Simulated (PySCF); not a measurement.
Isomers of C6H6O2S. Method used: PySCF, TDDFT PBE0/def2-SVPD, vertical, gas phase, core orbitals frozen in the response. Geometries: GFN2-xTB; one conformer of each isolated species. Triplets are in the Tamm–Dancoff approximation.

A. `COC(=O)c1ccsc1`
B. `C#CC1=CCCS1(=O)=O`
C. `C#C[C@@H]1C=CS(=O)(=O)C1`
D. `C1COc2cscc2O1`

Lowest singlet levels (six at most, fewer where fewer were computed) with oscillator strengths:

1. 5.31 eV (f 0.155); 5.54 eV (f 0.068); 5.61 eV (f 0.005); 5.73 eV (f 0.006); 5.93 eV (f 0.001); 5.99 eV (f 0.008); T1 3.63 eV
2. 5.14 eV (f 0.000); 5.22 eV (f 0.018); 5.55 eV (f 0.212); 6.26 eV (f 0.003); 6.47 eV (f 0.324); 6.50 eV (f 0.000); T1 3.60 eV
3. 5.88 eV (f 0.005); 6.26 eV (f 0.031); 6.28 eV (f 0.058); 6.51 eV (f 0.005); 6.82 eV (f 0.001); 6.94 eV (f 0.019); T1 4.38 eV
4. 4.91 eV (f 0.003); 5.36 eV (f 0.193); 5.87 eV (f 0.003); 5.99 eV (f 0.002); 6.02 eV (f 0.004); 6.53 eV (f 0.019); T1 3.36 eV

Question: Which spectrum belongs to which structure?

Answer: 1 = D, 2 = A, 3 = C, 4 = B.
- A: S1 at 5.14 eV, HOMO-2→LUMO (90%), HOMO-2→LUMO+1 (8%); Löwdin shares by element: HOMO carbon 83% or more (atoms not listed hold the other 17%); LUMO carbon 52% or more, sulfur 18% (atoms not listed hold the other 30%); HOMO -7.31 and LUMO -1.32 eV; point group Cs, 2 of its 6 listed states under f = 0.0005.
- B: S1 at 4.91 eV, HOMO-1→LUMO (91%); Löwdin shares by element: HOMO carbon 78% or more (atoms not listed hold the other 22%); LUMO carbon 78% or more (atoms not listed hold the other 22%); HOMO -7.67 and LUMO -1.70 eV.
- C: S1 at 5.88 eV, HOMO→LUMO (60%), HOMO-1→LUMO (34%); Löwdin shares by element: HOMO carbon 32% or more, oxygen 30% (atoms not listed hold the other 38%); LUMO carbon 70% or more, sulfur 5% (atoms not listed hold the other 25%); HOMO -8.29 and LUMO -1.18 eV.
- D: S1 at 5.31 eV, HOMO→LUMO (90%); Löwdin shares by element: HOMO sulfur 32%, carbon 27% or more, oxygen 13% or more (atoms not listed hold the other 27%); LUMO carbon 54% or more, sulfur 20% (atoms not listed hold the other 26%); HOMO -6.38 and LUMO -0.29 eV; point group C2.
